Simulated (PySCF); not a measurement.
# Atomic charges against the basis set

Compound: tert-butyl acetate, C6H12O2.
Geometry (PBE0-D3(BJ)/def2-SVP, Å), atoms numbered from 1 in this order:
```xyz
20
C6H12O2 angstrom
C      2.7266    0.1421   -0.3048
C      1.3661   -0.3916    0.0549
O      1.1875   -1.4172    0.6614
O      0.4018    0.4279   -0.3692
C     -1.0049    0.1477   -0.1243
C     -1.7079    1.3309   -0.7717
C     -1.2778    0.1139    1.3748
C     -1.4035   -1.1546   -0.8085
H      3.3458   -0.6829   -0.6807
H      3.2059    0.5208    0.6106
H      2.6689    0.9514   -1.0417
H     -2.7974    1.2352   -0.6596
H     -1.4682    1.3806   -1.8438
H     -1.3880    2.2726   -0.3025
H     -0.7781   -0.7400    1.8482
H     -2.3608    0.0343    1.5509
H     -0.9224    1.0423    1.8467
H     -0.8938   -2.0124   -0.3531
H     -2.4903   -1.2998   -0.7202
H     -1.1501   -1.1152   -1.8787
```

PBE0 throughout (PySCF), one geometry, spherical d and f functions. Geometry: PBE0-D3(BJ)/def2-SVP, one conformer, isolated molecule. Atoms taken as equivalent share a column and are averaged. The first 7 of 8 kinds of atom are listed.

Mulliken charges (e):

| basis | functions | C1 | C2 | O3 | O4 | C5 | C6/C7/C8 | H9/H10/H11 |
| --- | --- | --- | --- | --- | --- | --- | --- | --- |
| STO-3G | 52 | -0.260 | +0.238 | -0.251 | -0.202 | +0.130 | -0.240 | +0.095 |
| pcSseg-0 | 96 | -0.673 | +0.647 | -0.504 | -0.634 | -0.148 | -0.537 | +0.261 |
| 6-31G | 96 | -0.550 | +0.539 | -0.431 | -0.522 | +0.174 | -0.475 | +0.204 |
| 6-31G* | 136 | -0.624 | +0.616 | -0.459 | -0.485 | +0.267 | -0.536 | +0.210 |
| cc-pVDZ | 172 | -0.047 | +0.162 | -0.272 | -0.278 | -0.192 | -0.002 | +0.071 |
| def2-SVP | 172 | -0.048 | +0.173 | -0.269 | -0.332 | -0.154 | -0.003 | +0.070 |
| pcSseg-1 | 196 | -0.246 | +0.404 | -0.426 | -0.469 | -0.246 | -0.185 | +0.143 |
| 6-311+G(2d,p) | 288 | -0.634 | +0.694 | -0.449 | -0.259 | +0.260 | -0.537 | +0.171 |
| aug-cc-pVDZ | 292 | +0.479 | +0.316 | -0.585 | -0.384 | -2.272 | +1.117 | -0.080 |
| def2-TZVP | 320 | -0.377 | +0.335 | -0.361 | -0.231 | +0.157 | -0.378 | +0.143 |

IAO charges (e):

| basis | functions | C1 | C2 | O3 | O4 | C5 | C6/C7/C8 | H9/H10/H11 |
| --- | --- | --- | --- | --- | --- | --- | --- | --- |
| STO-3G | 52 | -0.441 | +0.263 | -0.263 | -0.189 | +0.130 | -0.400 | +0.149 |
| pcSseg-0 | 96 | -0.482 | +0.471 | -0.447 | -0.329 | +0.204 | -0.428 | +0.173 |
| 6-31G | 96 | -0.483 | +0.472 | -0.452 | -0.336 | +0.226 | -0.442 | +0.175 |
| 6-31G* | 136 | -0.472 | +0.527 | -0.475 | -0.354 | +0.242 | -0.423 | +0.166 |
| cc-pVDZ | 172 | -0.472 | +0.524 | -0.470 | -0.352 | +0.245 | -0.423 | +0.166 |
| def2-SVP | 172 | -0.462 | +0.521 | -0.470 | -0.351 | +0.241 | -0.412 | +0.163 |
| pcSseg-1 | 196 | -0.468 | +0.527 | -0.480 | -0.357 | +0.237 | -0.420 | +0.167 |
| 6-311+G(2d,p) | 288 | -0.481 | +0.536 | -0.489 | -0.360 | +0.243 | -0.435 | +0.171 |
| aug-cc-pVDZ | 292 | -0.479 | +0.535 | -0.488 | -0.359 | +0.245 | -0.433 | +0.171 |
| def2-TZVP | 320 | -0.483 | +0.541 | -0.489 | -0.362 | +0.245 | -0.435 | +0.171 |

Hirshfeld charges (e):

```csv
basis,functions,C1,C2,O3,O4,C5,C6/C7/C8,H9/H10/H11
STO-3G,52,-0.048,+0.160,-0.215,-0.125,+0.121,-0.048,+0.026
pcSseg-0,96,-0.111,+0.216,-0.251,-0.102,+0.121,-0.116,+0.051
6-31G,96,-0.103,+0.214,-0.265,-0.123,+0.114,-0.111,+0.053
6-31G*,136,-0.102,+0.210,-0.267,-0.111,+0.109,-0.110,+0.052
cc-pVDZ,172,-0.118,+0.211,-0.247,-0.085,+0.103,-0.122,+0.052
def2-SVP,172,-0.123,+0.221,-0.253,-0.090,+0.107,-0.125,+0.053
pcSseg-1,196,-0.123,+0.220,-0.252,-0.093,+0.100,-0.126,+0.054
"6-311+G(2d,p)",288,-0.121,+0.209,-0.254,-0.101,+0.085,-0.124,+0.056
aug-cc-pVDZ,292,-0.130,+0.213,-0.250,-0.098,+0.088,-0.132,+0.058
def2-TZVP,320,-0.125,+0.213,-0.254,-0.097,+0.091,-0.128,+0.056
```

ESP-fitted charges (e):

```json
{"basis": "STO-3G", "functions": "52", "C1": "-0.618", "C2": "+0.699", "O3": "-0.423", "O4": "-0.441", "C5": "+0.772", "C6/C7/C8": "-0.612", "H9/H10/H11": "+0.159"}
{"basis": "pcSseg-0", "functions": "96", "C1": "-0.802", "C2": "+1.024", "O3": "-0.631", "O4": "-0.627", "C5": "+0.926", "C6/C7/C8": "-0.748", "H9/H10/H11": "+0.214"}
{"basis": "6-31G", "functions": "96", "C1": "-0.670", "C2": "+0.972", "O3": "-0.627", "O4": "-0.627", "C5": "+0.811", "C6/C7/C8": "-0.634", "H9/H10/H11": "+0.183"}
{"basis": "6-31G*", "functions": "136", "C1": "-0.668", "C2": "+0.829", "O3": "-0.553", "O4": "-0.511", "C5": "+0.842", "C6/C7/C8": "-0.660", "H9/H10/H11": "+0.185"}
{"basis": "cc-pVDZ", "functions": "172", "C1": "-0.605", "C2": "+0.793", "O3": "-0.537", "O4": "-0.496", "C5": "+0.791", "C6/C7/C8": "-0.589", "H9/H10/H11": "+0.169"}
{"basis": "def2-SVP", "functions": "172", "C1": "-0.618", "C2": "+0.845", "O3": "-0.564", "O4": "-0.528", "C5": "+0.795", "C6/C7/C8": "-0.585", "H9/H10/H11": "+0.170"}
{"basis": "pcSseg-1", "functions": "196", "C1": "-0.650", "C2": "+0.890", "O3": "-0.595", "O4": "-0.566", "C5": "+0.866", "C6/C7/C8": "-0.648", "H9/H10/H11": "+0.179"}
{"basis": "6-311+G(2d,p)", "functions": "288", "C1": "-0.711", "C2": "+0.871", "O3": "-0.592", "O4": "-0.553", "C5": "+0.970", "C6/C7/C8": "-0.734", "H9/H10/H11": "+0.197"}
{"basis": "aug-cc-pVDZ", "functions": "292", "C1": "-0.703", "C2": "+0.884", "O3": "-0.595", "O4": "-0.545", "C5": "+0.931", "C6/C7/C8": "-0.713", "H9/H10/H11": "+0.193"}
{"basis": "def2-TZVP", "functions": "320", "C1": "-0.702", "C2": "+0.867", "O3": "-0.586", "O4": "-0.540", "C5": "+0.956", "C6/C7/C8": "-0.724", "H9/H10/H11": "+0.194"}
```

Some averages cover members that differ in this geometry, most widely: C6/C7/C8, Mulliken in aug-cc-pVDZ +0.874 to +1.243; H9/H10/H11, Mulliken in aug-cc-pVDZ -0.200 to -0.002; C6/C7/C8, Mulliken in 6-311+G(2d,p) -0.569 to -0.479; C6/C7/C8, ESP-fitted in aug-cc-pVDZ -0.742 to -0.665 e.

Task: Which scheme is steadiest as the basis changes?

Result: Largest range over the bases for any column: Hirshfeld 0.08 e, IAO 0.28 e, ESP-fitted 0.33 e, Mulliken 2.54 e. Hirshfeld charges move least and Mulliken charges most, counted in e. Without the minimal STO-3G basis the ranges are Hirshfeld 0.04, IAO 0.07, ESP-fitted 0.23, Mulliken 2.54 e.

Task: How much do the charges still move between the two largest bases, aug-cc-pVDZ and def2-TZVP?

Result: At most, over all atoms: Mulliken 2.430 e, IAO 0.005 e, Hirshfeld 0.005 e, ESP-fitted 0.025 e.

Task: What do the same runs give for the total energy, the frontier levels and the dipole moment?

Result: 
| basis | energy (Eh) | HOMO (eV) | LUMO (eV) | μ (D) |
| --- | --- | --- | --- | --- |
| STO-3G | -381.0192 | -3.94 | 4.07 | 1.46 |
| pcSseg-0 | -384.9961 | -7.68 | 0.41 | 1.79 |
| 6-31G | -385.7696 | -7.48 | 0.53 | 1.80 |
| 6-31G* | -385.8839 | -7.35 | 0.79 | 1.79 |
| cc-pVDZ | -385.9119 | -7.39 | 0.70 | 1.74 |
| def2-SVP | -385.6101 | -7.53 | 0.59 | 1.77 |
| pcSseg-1 | -385.8491 | -7.65 | 0.46 | 1.87 |
| 6-311+G(2d,p) | -386.0045 | -7.68 | 0.23 | 1.94 |
| aug-cc-pVDZ | -385.9374 | -7.64 | -0.13 | 1.93 |
| def2-TZVP | -386.0356 | -7.64 | 0.44 | 1.91 |

The dipole is fixed by the density alone, so its range of 0.48 D shows that the density itself changes with the basis, not only its division among atoms.
